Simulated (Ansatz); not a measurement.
Program: Ansatz. Geometries: PBE0-D4/def2-TZVP. ΔE: electronic, gas phase. CBS: MP2 limit from def2 TZ/QZ plus the TZ coupled-cluster correction, frozen cores. This one scheme is used for every species. Functionals use def2-TZVPP. B3LYP here is the variant with VWN-RPA as its local correlation; programs differ in this. Each species was taken in one conformer, which may not be the lowest.

Reaction (cleavage of the Al–Si bond): `C[SiH](N)[AlH][Cl]` + HCl → `[Cl][AlH][Cl]` + `C[SiH2]N`

```json
{"level": "B3LYP-D4", "ΔE (kcal/mol)": "-39.8", "difference from CCSD(T)/CBS": "0.8"}
{"level": "ωB97M-V", "ΔE (kcal/mol)": "-41.8", "difference from CCSD(T)/CBS": "-1.2"}
{"level": "B2PLYP", "ΔE (kcal/mol)": "-41.9", "difference from CCSD(T)/CBS": "-1.3"}
{"level": "PBE", "ΔE (kcal/mol)": "-36.6", "difference from CCSD(T)/CBS": "4.0"}
{"level": "r2SCAN", "ΔE (kcal/mol)": "-41.1", "difference from CCSD(T)/CBS": "-0.5"}
{"level": "PBE0", "ΔE (kcal/mol)": "-38.4", "difference from CCSD(T)/CBS": "2.2"}
{"level": "B3LYP", "ΔE (kcal/mol)": "-41.2", "difference from CCSD(T)/CBS": "-0.6"}
{"level": "HF/def2-TZVPP", "ΔE (kcal/mol)": "-45.8", "difference from CCSD(T)/CBS": "-5.2"}
{"level": "MP2/def2-TZVPP", "ΔE (kcal/mol)": "-42.3", "difference from CCSD(T)/CBS": "-1.7"}
{"level": "SCS-MP2/def2-TZVPP", "ΔE (kcal/mol)": "-42.3", "difference from CCSD(T)/CBS": "-1.7"}
{"level": "CCSD(T)/def2-TZVPP", "ΔE (kcal/mol)": "-39.9", "difference from CCSD(T)/CBS": "0.7"}
{"level": "MP2/def2-QZVPP", "ΔE (kcal/mol)": "-42.8", "difference from CCSD(T)/CBS": "-2.2"}
{"level": "SCS-MP2/def2-QZVPP", "ΔE (kcal/mol)": "-42.9", "difference from CCSD(T)/CBS": "-2.3"}
{"level": "HF/CBS(def2)", "ΔE (kcal/mol)": "-46.1", "difference from CCSD(T)/CBS": "-5.5"}
{"level": "MP2/CBS(def2)", "ΔE (kcal/mol)": "-43.1", "difference from CCSD(T)/CBS": "-2.5"}
{"level": "CCSD/CBS(def2)", "ΔE (kcal/mol)": "-41.3", "difference from CCSD(T)/CBS": "-0.7"}
{"level": "CCSD(T)/CBS", "ΔE (kcal/mol)": "-40.6", "difference from CCSD(T)/CBS": "0"}
```

Largest T1 diagnostic among the species: 0.010.

In def2-TZVPP, CCSD(T) changes the Hartree–Fock value by +6.0 kcal/mol (the triples alone add +0.7 kcal/mol) and MP2 by +3.5 kcal/mol. The D4 term adds +1.4 kcal/mol with B3LYP and +0.9 kcal/mol with PBE0; it sums over pairs of atoms, weighted by their polarisabilities, and B3LYP, whose exchange is more repulsive, gets the larger term. From PBE to PBE0 (25 % exact exchange), in def2-TZVPP and without D4, ΔE moves by −1.8 kcal/mol.
